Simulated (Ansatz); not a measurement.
`CO[Si](F)(S)Cl` + HCl → `CO[Si](S)(Cl)Cl` + H–F  (ligand exchange at the Si–F bond)

Calculated with Ansatz (gas phase, PBE0-D4/def2-TZVP geometries, no zero-point term in ΔE). CCSD(T)/CBS adds triple-zeta CCSD(T) − MP2 to the extrapolated MP2 energy (def2 sets, frozen cores). This one scheme is used for every species. Functionals use def2-TZVPP. B3LYP here is the variant with VWN-RPA as its local correlation; programs differ in this. Each species was taken in one conformer, which may not be the lowest.

```tsv
level	ΔE (kJ/mol)	difference from CCSD(T)/CBS
PBE-D4	42.3	-5.8
r2SCAN-D4	53.1	5.0
PBE0-D4	43.2	-4.9
B3LYP-D4	52.2	4.1
ωB97X-V	52.6	4.5
ωB97M-V	51.3	3.2
B2PLYP	56.2	8.1
PBE	47.1	-1.0
r2SCAN	54.2	6.1
PBE0	47.6	-0.5
B3LYP	60.2	12.1
HF/def2-TZVPP	68.7	20.6
MP2/def2-TZVPP	44.9	-3.2
SCS-MP2/def2-TZVPP	52.0	3.9
CCSD/def2-TZVPP	56.7	8.6
CCSD(T)/def2-TZVPP	53.3	5.2
HF/def2-QZVPP	70.8	22.7
MP2/def2-QZVPP	42.6	-5.5
SCS-MP2/def2-QZVPP	49.9	1.8
HF/CBS(def2)	71.1	23.0
MP2/CBS(def2)	39.7	-8.4
CCSD/CBS(def2)	51.5	3.4
CCSD(T)/CBS	48.1	0
```

Largest T1 diagnostic among the species: 0.011.

The D4 term adds −8.1 kJ/mol with B3LYP and −4.4 kJ/mol with PBE0; it sums over pairs of atoms, weighted by their polarisabilities, and B3LYP, whose exchange is more repulsive, gets the larger term. In def2-TZVPP, CCSD(T) changes the Hartree–Fock value by −15.4 kJ/mol (the triples alone add −3.4 kJ/mol) and MP2 by −23.8 kJ/mol.
